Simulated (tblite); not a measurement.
Compound: C5H4ClFSi.
Numbering: `[CH:1]#[C:2][Si@:3]([F:4])([Cl:5])[C:6]#[C:7][CH3:8]` (hydrogens: H9 on C1; H10, H11, H12 on C8)

Computed geometry: GFN2-xTB, gas phase.

(1) What internal coordinates does the optimisation give?

## Answers

(1) 
```
                  bond  length (Å)   order
                 C1≡C2       1.201  triple
                C2–Si3       1.846  single
                Si3–F4       1.614  single
               Si3–Cl5       2.015  single
                Si3–C6       1.837  single
                 C6≡C7       1.205  triple
                 C7–C8       1.442  single
                 C1–H9       1.052  single
C8–H10, C8–H11, C8–H12       1.090  single
```

Bonds in one row agree within 0.01 Å and their mean is given. Orders are formal, as drawn. A selection of angles:
```
     angle  degrees
 C1–C2–Si3    179.1
 C2–Si3–F4    106.9
C2–Si3–Cl5    111.3
 C2–Si3–C6    111.2
F4–Si3–Cl5    106.9
 F4–Si3–C6    107.9
Cl5–Si3–C6    112.4
 Si3–C6–C7    179.2
  C6–C7–C8    179.6
```

The 3 C–C bonds span 1.201 Å (C1≡C2, drawn triple) to 1.442 Å (C7–C8, drawn single), a spread of 0.241 Å. Si3 (fluorine-bound silicon) is tetrahedral (angles from 106.9° to 112.4°).

Point group: C1 (no symmetry element, even within 0.4 Å). Its lowest GFN2-xTB frequency is 11i cm⁻¹, too small to tell a flat minimum from a shallow saddle.
